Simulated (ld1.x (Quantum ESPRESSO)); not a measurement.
**Transferability test, PAW potential for Co**

Co (Z = 27), PAW, made with ld1.x (Quantum ESPRESSO) 7.5 (LDA (PZ), scalar-relativistic). Core [Ar], reference 3d7 4s2 4p0. Waves: 4s (bound): rcut 2.00, rcutus 2.35 bohr; 4s channel at 1.4 Ry: rcut 2.00, rcutus 2.35 bohr; 4p (bound, empty): rcut 2.10, rcutus 2.40 bohr; 4p channel at 0.5 Ry: rcut 2.10, rcutus 2.40 bohr; 3d (bound): rcut 0.90, rcutus 1.10 bohr; 3d channel at 1.65 Ry: rcut 0.90, rcutus 1.10 bohr. Local part: all-electron potential smoothed inside 1.60 bohr (lloc = -2). Core correction: Bessel-smoothed model core inside 0.60 bohr. Augmentation charge: PSQ, inside the norm-conserving radii.

Energies are relative to the spin-unpolarised reference configuration 3d7 4s2 4p0; without spin polarisation the order of configurations can differ from experiment. Spin-polarised rows fill each open shell by Hund’s rule, majority spin first. The frozen-core shift is the all-electron ΔE with the core orbitals held at their reference shape minus the fully relaxed ΔE.

```csv
valence configuration,charge,ΔE all-electron (eV),error AE − PS (meV),frozen-core shift (meV)
3d7 4s1 4p0,+1,9.296,-2.0,+2.0
3d6 4s0 4p0,+3,62.569,-245,+242
3d7 4s0 4p2,0,9.145,-2.2,+2.1
3d6 4s2 4p0,+1,15.460,-138,+151
3d5 4s0 4p0,+4,118.220,-1401,+1382
3d6 4s2 4p1,0,9.772,-134,+150
3d7 4s2 4p0 (spin-polarised),0,-1.983,-9.3,+9.7
3d7 4s1 4p0 (spin-polarised),+1,6.717,-9.3,+9.0
```

Problem. What are ΔE and the potential's error for 3d7 4s0 4p0?

Solution. ΔE = 26.380 eV all-electron; the error (AE − PS) is -9.6 meV.
